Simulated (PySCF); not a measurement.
PySCF input for H2OPb, SMILES [OH][PbH] (connectivity only; charge and spin as stated), neutral, multiplicity 1, TDA-B3LYP/def2-TZVPD. The structure is a stationary point at B3LYP-D3(BJ)/def2-TZVP. The def2 effective core potentials stand for the cores of Pb; spin–orbit coupling is left out.

```python
import numpy as np
from pyscf import gto, scf, dft, tdscf

mol = gto.M(
    atom='''
    Pb    0.02141508    0.20982310    0.00000000
    H    -1.85657628    0.26442597    0.00000000
    O     0.10808332   -1.89558172    0.00000000
    H    -0.76412700   -2.30526600    0.00000000
    ''',
    basis='def2-TZVPD',
    ecp={'Pb': 'def2-tzvp'},
    charge=0,
    spin=0,
    symmetry=True,
    max_memory=1600,
    verbose=4,
)
mf = dft.RKS(mol, xc='b3lyp').density_fit(auxbasis='def2-universal-jkfit')
mf.grids.level = 3
mf.conv_tol = 1e-9
mf.max_cycle = 100
mf.kernel()
mf.grids = dft.Grids(mol).set(level=1).build(with_non0tab=True)  # coarser grid for the response kernel
td = tdscf.TDA(mf)
td.singlet = True
td.nstates = 10
td.conv_tol = 1e-4
td.kernel(x0=td.get_init_guess(mf, 15))
td.analyze()
tt = tdscf.TDA(mf)
tt.singlet = False
tt.nstates = 4
tt.conv_tol = 1e-4
tt.kernel(x0=tt.get_init_guess(mf, 9))
tt.analyze(verbose=3)
```

Log of the run:

```
PySCF version 2.14.0

[INPUT] verbose = 4
[INPUT] num. atoms = 4
[INPUT] num. electrons = 32
[INPUT] charge = 0
[INPUT] spin (= nelec alpha-beta = 2S) = 0
[INPUT] symmetry True subgroup None
[INPUT] Mole.unit = angstrom
[INPUT] Symbol           X                Y                Z      unit          X                Y                Z       unit  Magmom
[INPUT]  1 Pb     0.021415080000   0.209823100000   0.000000000000 AA    0.040468636136   0.396508193607   0.000000000000 Bohr   0.0
[INPUT]  2 H     -1.856576280000   0.264425970000   0.000000000000 AA   -3.508420698564   0.499692663522   0.000000000000 Bohr   0.0
[INPUT]  3 O      0.108083320000  -1.895581720000   0.000000000000 AA    0.204247873434  -3.582130297532   0.000000000000 Bohr   0.0
[INPUT]  4 H     -0.764127000000  -2.305266000000   0.000000000000 AA   -1.443990754386  -4.356321384272   0.000000000000 Bohr   0.0

nuclear repulsion = 60.8462060039681
point group symmetry = Cs
symmetry origin: [-3.28648022e-09  8.42160560e-09  0.00000000e+00]
symmetry axis x: [1.00000000e+00 2.41926329e-09 0.00000000e+00]
symmetry axis y: [-2.41926329e-09  1.00000000e+00  0.00000000e+00]
symmetry axis z: [0. 0. 1.]
num. orbitals of irrep A' = 78
num. orbitals of irrep A" = 36
number of shells = 42
number of NR pGTOs = 174
number of NR cGTOs = 114
basis = def2-TZVPD
ecp = {'Pb': 'def2-tzvp'}


[settings echo left out]
init E= -237.257288708039
HOMO (A') = -0.708110713604075  LUMO (A") = -0.602964957940482  gap/eV = 2.86116
cycle= 1 E= -268.624740180526  delta_E= -31.4  |g|= 1.94  |ddm|= 10.9
HOMO (A') = -0.100568697087311  LUMO (A") = 0.0130840924317055  gap/eV = 3.09265
cycle= 2 E= -268.347866777086  delta_E= 0.277  |g|= 2.46  |ddm|=  6.1
HOMO (A') = -0.23789123070539  LUMO (A") = -0.0947123710799036  gap/eV = 3.89610
cycle= 3 E= -269.337390781561  delta_E= -0.99  |g|= 0.603  |ddm|= 2.48
HOMO (A') = -0.253437407713129  LUMO (A") = -0.102709541318117  gap/eV = 4.10151
cycle= 4 E= -269.390109529263  delta_E= -0.0527  |g|= 0.302  |ddm|= 0.563
HOMO (A') = -0.252808357436155  LUMO (A") = -0.101993992335147  gap/eV = 4.10387
cycle= 5 E= -269.406648823904  delta_E= -0.0165  |g|= 0.0518  |ddm|= 0.18
HOMO (A') = -0.252629876804441  LUMO (A") = -0.102418917413559  gap/eV = 4.08745
cycle= 6 E= -269.407059421933  delta_E= -0.000411  |g|= 0.00673  |ddm|= 0.0416
HOMO (A') = -0.253517583950824  LUMO (A") = -0.102846578210242  gap/eV = 4.09997
cycle= 7 E= -269.407067438967  delta_E= -8.02e-06  |g|= 0.00148  |ddm|= 0.00672
HOMO (A') = -0.253302625800732  LUMO (A") = -0.10279048405215  gap/eV = 4.09564
cycle= 8 E= -269.407067973946  delta_E= -5.35e-07  |g|= 0.000508  |ddm|= 0.00193
HOMO (A') = -0.253272189137114  LUMO (A") = -0.102762819552864  gap/eV = 4.09557
cycle= 9 E= -269.407068011249  delta_E= -3.73e-08  |g|= 0.000121  |ddm|= 0.000397
HOMO (A') = -0.253286930450546  LUMO (A") = -0.102764262116667  gap/eV = 4.09593
cycle= 10 E= -269.407068015126  delta_E= -3.88e-09  |g|= 2.24e-05  |ddm|= 0.000138
HOMO (A') = -0.253287419553757  LUMO (A") = -0.10276578794879  gap/eV = 4.09590
cycle= 11 E= -269.407068015239  delta_E= -1.13e-10  |g|= 1.33e-06  |ddm|= 3.09e-05
HOMO (A') = -0.253287588852206  LUMO (A") = -0.102765666923429  gap/eV = 4.09591
Extra cycle  E= -269.407068015238  delta_E= 1.71e-13  |g|= 1.11e-06  |ddm|= 3.99e-06
converged SCF energy = -269.407068015238
tot grids = 18784


******** <class 'pyscf.tdscf.rks.TDA'> for <class 'pyscf.df.df_jk.DFSymAdaptedRKS'> ********
nstates = 10 singlet
deg_eia_thresh = 1.000e-03
wfnsym = None
conv_tol = 0.0001
eigh lindep = 1e-12
eigh level_shift = 0
eigh max_cycle = 100


Excitation energies (eV)
[3.1475811  4.20630827 4.75569335 5.10090036 6.04492147 6.0713408
 6.65509089 6.99833068 7.32523189 7.42430747]

** Singlet excitation energies and oscillator strengths **
Excited State   1:   A"      3.14758 eV    393.90 nm  f=0.0092
      16 -> 17       -0.70341
Excited State   2:   A"      4.20631 eV    294.76 nm  f=0.0136
      14 -> 17        0.70305
Excited State   3:   A'      4.75569 eV    260.71 nm  f=0.0135
      14 -> 18        0.21411
      15 -> 17        0.65566
Excited State   4:   A'      5.10090 eV    243.06 nm  f=0.0133
      16 -> 18       -0.69095
Excited State   5:   A'      6.04492 eV    205.10 nm  f=0.2771
      16 -> 19       -0.65352
      16 -> 20        0.24784
Excited State   6:   A"      6.07134 eV    204.21 nm  f=0.0210
      15 -> 18        0.70365
Excited State   7:   A'      6.65509 eV    186.30 nm  f=0.1603
      14 -> 18        0.57864
      14 -> 19       -0.33598
      15 -> 17       -0.13421
Excited State   8:   A"      6.99833 eV    177.16 nm  f=0.0130
      15 -> 19       -0.70227
Excited State   9:   A'      7.32523 eV    169.26 nm  f=0.2718
      14 -> 18       -0.14838
      14 -> 19       -0.42032
      14 -> 20       -0.13367
      16 -> 19        0.13867
      16 -> 20        0.41182
      16 -> 21       -0.22822
Excited State  10:   A'      7.42431 eV    167.00 nm  f=0.1587
      14 -> 19        0.21558
      14 -> 20       -0.11118
      16 -> 19        0.13610
      16 -> 20        0.38536
      16 -> 21        0.48328
      16 -> 28       -0.12456

** Transition electric dipole moments (AU) **
state          X           Y           Z        Dip. S.      Osc.
  1        -0.0000      0.0000     -0.3455      0.1194      0.0092
  2         0.0000     -0.0000     -0.3631      0.1319      0.0136
  3         0.0207      0.3392      0.0000      0.1155      0.0135
  4         0.1438     -0.2927     -0.0000      0.1064      0.0133
  5        -1.3544     -0.1910      0.0000      1.8709      0.2771
  6        -0.0000     -0.0000     -0.3754      0.1409      0.0210
  7         0.2000     -0.9712     -0.0000      0.9832      0.1603
  8        -0.0000     -0.0000     -0.2757      0.0760      0.0130
  9         0.9516      0.7804      0.0000      1.5145      0.2718
 10         0.9306     -0.0796     -0.0000      0.8723      0.1587

WARN: ECP detected. Skipping calculation of transition velocity and magnetic dipole moments, which have not yet been implemented.



******** <class 'pyscf.tdscf.rks.TDA'> for <class 'pyscf.df.df_jk.DFSymAdaptedRKS'> ********
nstates = 4 triplet
deg_eia_thresh = 1.000e-03
wfnsym = None
conv_tol = 0.0001
eigh lindep = 1e-12
eigh level_shift = 0
eigh max_cycle = 100


Excitation energies (eV)
[2.54287936 3.72037574 3.86591966 4.59919249]

** Triplet excitation energies and oscillator strengths **
Excited State   1:   A"      2.54288 eV    487.57 nm  f=0.0000
Excited State   2:   A'      3.72038 eV    333.26 nm  f=0.0000
Excited State   3:   A"      3.86592 eV    320.71 nm  f=0.0000
Excited State   4:   A'      4.59919 eV    269.58 nm  f=0.0000
```

The run converged.

Cost: roughly 23 core-seconds.
